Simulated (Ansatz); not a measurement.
C2H4BrFO (`COC(F)Br`), charge 0, multiplicity 1.

Task: Give a relaxed structure at PBE0-D4/def2-TZVP (Ansatz). (An estimate is asked.)

Result: Ansatz gave: 
Cartesian coordinates in Å:
```
C 1.204 0.128 0.300
O -0.147 0.085 0.745
C -1.031 -0.124 -0.252
F -1.147 0.973 -1.050
Br -2.759 -0.499 0.539
H 1.378 0.994 -0.342
H 1.817 0.205 1.195
H 1.462 -0.790 -0.240
H -0.777 -0.972 -0.896
```
This is one stationary point; other conformers may exist.
